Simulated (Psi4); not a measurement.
H₄GeO₄, charge +1, doublet, at a GFN2-xTB geometry (a state made from the parent by changing its charge; the spin is typed, not shown lowest); CAM-B3LYP/def2-SVP (Psi4).

Psi4 was given this input:
```
memory 2 GB

molecule {
1 2
O     0.34695276    1.42081914   -0.88142621
Ge    0.00000000   -0.00000000    0.00000000
O    -1.09352922    0.42616389    1.24040058
O    -0.68291413   -1.18704843   -1.02007830
O     1.42949059   -0.65993459    0.66110393
H    -0.19639553    1.79994032   -1.58416159
H    -0.86123764    0.81657735    2.09270052
H    -1.23581388   -1.92735190   -0.73892018
H     2.29344704   -0.68916578    0.23038125
}

set {
  basis def2-svp
  reference uks
}

energy('cam-b3lyp')
print_variables()
```

Question: Write the output that Psi4 gives for this input, abridged.

Answer: 
```
   => Loading Basis Set <=

    Name: DEF2-SVP
    Role: ORBITAL
    Keyword: BASIS

         ---------------------------------------------------------
                                   SCF
               by Justin Turney, Rob Parrish, Andy Simmonett
                          and Daniel G. A. Smith
                              UKS Reference
         ---------------------------------------------------------

  ==> Geometry <==

    Molecular point group: c1
    Full point group: C1

    Geometry (in Angstrom), charge = 1, multiplicity = 2:

       Center              X                  Y                   Z               Mass
    ------------   -----------------  -----------------  -----------------  -----------------
         O            0.346952760071     1.420819138944    -0.881426210000    15.994914619570
         GE           0.000000000071    -0.000000001056    -0.000000000000    73.921177761000
         O           -1.093529219929     0.426163888944     1.240400580000    15.994914619570
         O           -0.682914129929    -1.187048431056    -1.020078300000    15.994914619570
         O            1.429490590071    -0.659934591056     0.661103930000    15.994914619570
         H           -0.196395529929     1.799940318944    -1.584161590000     1.007825032230
         H           -0.861237639929     0.816577348944     2.092700520000     1.007825032230
         H           -1.235813879929    -1.927351901056    -0.738920180000     1.007825032230
         H            2.293447040071    -0.689165781056     0.230381250000     1.007825032230

  Running in c1 symmetry.

  Rotational constants: A =      0.12389  B =      0.11883  C =      0.11883 [cm^-1]
  Rotational constants: A =   3714.10251  B =   3562.43445  C =   3562.43443 [MHz]
  Nuclear repulsion =  451.956862677565141

  Charge       = 1
  Multiplicity = 2
  Electrons    = 67
  Nalpha       = 34
  Nbeta        = 33

  ==> Algorithm <==

  SCF Algorithm Type is DF.
  DIIS enabled.
  MOM disabled.
  Fractional occupation disabled.
  Guess Type is SAD.
  Energy threshold   = 1.00e-06
  Density threshold  = 1.00e-06
  Integral threshold = 1.00e-12

  ==> Primary Basis <==

  Basis Set: DEF2-SVP
    Blend: DEF2-SVP
    Number of shells: 48
    Number of basis functions: 108
    Number of Cartesian functions: 115
    Spherical Harmonics?: true
    Max angular momentum: 2

  ==> DFT Potential <==

   => LibXC <=

    Version 7.1.2
[...]
      Ntotal   =   66.9998588472 ; deviation = -1.412e-04

   @Spin Contamination Metric:   8.677084577E-03
   @S^2 Expected:                7.500000000E-01
   @S^2 Observed:                7.586770846E-01
   @S   Expected:                5.000000000E-01
   @S   Observed:                5.000000000E-01

    Orbital Energies [Eh]
    ---------------------

    Alpha Occupied:

[...]
      34A     -0.638782

    Alpha Virtual:

[...]
    Beta Occupied:

[...]
    Beta Virtual:

[...]
    Final Occupation by Irrep:
              A
    DOCC [    33 ]
    SOCC [     1 ]
    NA   [    34 ]
    NB   [    33 ]

  @DF-UKS Final Energy: -2379.51521368590147

   => Energetics <=

    Nuclear Repulsion Energy =            451.9568626775651410
    One-Electron Energy =               -4195.6877141689074051
    Two-Electron Energy =                1452.3292042113207572
    DFT Exchange-Correlation Energy =     -88.1135664058805901
    Empirical Dispersion Energy =           0.0000000000000000
    VV10 Nonlocal Energy =                  0.0000000000000000
    Total Energy =                      -2379.5152136859019265

  UHF NO Occupations:
  HONO-2 :   32  A 1.9989349
  HONO-1 :   33  A 1.9979722
  HONO-0 :   34  A 1.0000000
  LUNO+0 :   35  A 0.0020278
  LUNO+1 :   36  A 0.0010651
  LUNO+2 :   37  A 0.0009263
  LUNO+3 :   38  A 0.0000543

Computation Completed

Properties will be evaluated at   0.000000,   0.000000,   0.000000 [a0]

Properties computed using the SCF density matrix

 Multipole Moments:

 ------------------------------------------------------------------------------------
     Multipole            Electronic (a.u.)      Nuclear  (a.u.)        Total (a.u.)
 ------------------------------------------------------------------------------------

 L = 1.  Multiply by 2.5417464519 to convert [e a0] to [Debye]
 Dipole X            :         -0.0020286           -0.0000000           -0.0020286
 Dipole Y            :          0.0050395           -0.0000000            0.0050395
 Dipole Z            :          0.0009661           -0.0000000            0.0009661
 Magnitude           :                                                    0.0055177

 ------------------------------------------------------------------------------------

  Variable Map:
  ----------------------------------------------------------------------------
[...]
  Array Variable Map:
  ----------------------------------------------------------------------------
[...]
[...]
```
